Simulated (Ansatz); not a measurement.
Ansatz (a first-principles code) input (CCSD(T)/STO-3G):

Ansatz 0.2 input:
```yaml
crystal:
  periodic: [false, false, false]
  atoms:
    - {symbol: Al, position_ang: [0.00000000, 0.00000000, 0.00000000]}
    - {symbol: I, position_ang: [-0.00000000, -0.00000000, -2.36949799]}
    - {symbol: I, position_ang: [0.00000000, 0.00000000, 2.36949799]}
basis:
  gaussian:
    orbitals: STO-3G
total_charge: 1
magnetization: {spin_polarized: false}
correlation: {method: ccsd_t, electrons: outside_noble_gas}
```

Output:

```
Functional definition: HF
integrals: 0.03 GiB planned
661 factors; integrals over basis functions are off by at most 2.0e-5 eV
mean field: 0.48 GiB planned
mean field evaluation 1: about -379332.8966 eV, gradient 2.4e1 eV
mean field evaluation 2: about -379332.8982 eV, gradient 2.4e1 eV
mean field evaluation 4: about -379336.1361 eV, gradient 7.1e-1 eV
mean field evaluation 8: about -379336.1394 eV, gradient 4.5e-7 eV
mean field -379336.13938400 eV, -13940.3459990916 hartree, gradient 6.6e-7 eV, S^2 0.000000; 0 other end points of the search recorded, 0 dependent functions left out
51 core orbitals not correlated
reference -379336.13938400 eV, -13940.3459990916 hartree; 8, 8 occupied and 4, 4 virtual orbitals, 661 factors
second order -1.08774742 eV of doubles, -0.00000000 eV of singles
coupled cluster: 0.04 GiB planned
cycle   1  -1.18669484 eV  change   -9.9e-2 eV  update   7.7e-2
cycle   2  -1.29374852 eV  change   -1.1e-1 eV  update   2.4e-2
cycle   3  -1.31988493 eV  change   -2.6e-2 eV  update   1.3e-2
cycle   4  -1.31987359 eV  change    1.1e-5 eV  update   2.3e-3
cycle   5  -1.31969291 eV  change    1.8e-4 eV  update   5.2e-4
cycle   6  -1.31977378 eV  change   -8.1e-5 eV  update   2.1e-4
cycle   7  -1.31972028 eV  change    5.4e-5 eV  update   4.6e-5
cycle   8  -1.31972724 eV  change   -7.0e-6 eV  update   1.1e-5
perturbative correction -0.07678955 eV, -0.0028219640 hartree
Total energy: -379337.53590079 eV, -13940.3973201373 hartree
```
